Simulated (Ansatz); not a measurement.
System: H2GeOBr, charge 0, doublet. H2GeOBr (SMILES [O][GeH2][Br], doublet).
B3LYP-D3(BJ)/def2-TZVP minimum from Ansatz (an electronic-structure program):
```
Ge
O 1 1.7912
H 1 1.5333 2 106.22
H 1 1.5333 3 116.19 2 -117.86
Br 1 2.3200 3 108.44 4 -122.38
```
Charge 0, spin multiplicity 2.

Total energies in hartree (Ansatz). Open shells are spin-unrestricted; no spin-orbit coupling. Cores are frozen in correlated methods (noble-gas shells, and filled d and f shells in the p block). No relativity. Where a partner has so few electrons that a lower coupled-cluster level is exact, that level stands in. Spin-orbit terms, left out, reach several kcal/mol for Br and I, and more for heavier atoms.

```tsv
species	HF/cc-pVTZ	CCSD(T)/cc-pVTZ	HF/cc-pVQZ	CCSD(T)/cc-pVQZ	CCSD(T)/cc-pVDZ	CCSDT(Q)/cc-pVDZ
1: H2GeOBr (SMILES [O][GeH2][Br], doublet)	-4723.93955	-4724.45768	-4723.95289	-4724.51437	-4724.15130	-4724.15322
2: Ge (triplet)	-2075.36107	-2075.42794	-2075.36359	-2075.43284	-2075.34866	-2075.34895
3: Br (doublet)	-2572.44509	-2572.60263	-2572.44802	-2572.62195	-2572.47590	-2572.47619
4: O (triplet)	-74.81176	-74.97396	-74.81729	-74.99357	-74.90995	-74.91013
5: H (doublet)	-0.49981	-0.49981	-0.49995	-0.49995	-0.49928	-0.49928
```

### Question
Work out the atomisation energy (electronic, to ground-state atoms) in kJ/mol: take Hartree-Fock from cc-pVQZ, extrapolate the CCSD(T) correlation energy as X^-3 (X = 3, 4), and add CCSDT(Q) - CCSD(T) in cc-pVDZ. 1 hartree = 2625.5 kJ/mol.

### Answer

Species 1: correlation (64·(-0.56148) - 27·(-0.51813))/37 = -0.59311; step -0.00192; E1 = -4723.95289 + (-0.59311) + (-0.00192) = -4724.54792
Species 2: correlation (64·(-0.06925) - 27·(-0.06687))/37 = -0.07099; step -0.00029; E2 = -2075.36359 + (-0.07099) + (-0.00029) = -2075.43487
Species 3: correlation (64·(-0.17393) - 27·(-0.15754))/37 = -0.18589; step -0.00029; E3 = -2572.44802 + (-0.18589) + (-0.00029) = -2572.63420
Species 4: correlation (64·(-0.17628) - 27·(-0.16220))/37 = -0.18655; step -0.00018; E4 = -74.81729 + (-0.18655) + (-0.00018) = -75.00402
Species 5: correlation (64·(0.00000) - 27·(0.00000))/37 = 0.00000; step +0.00000; E5 = -0.49995 + (0.00000) + (+0.00000) = -0.49995
-1·E1 +1·E2 +1·E3 +1·E4 +2·E5 = 0.47493 hartree = 1246.9 kJ/mol.
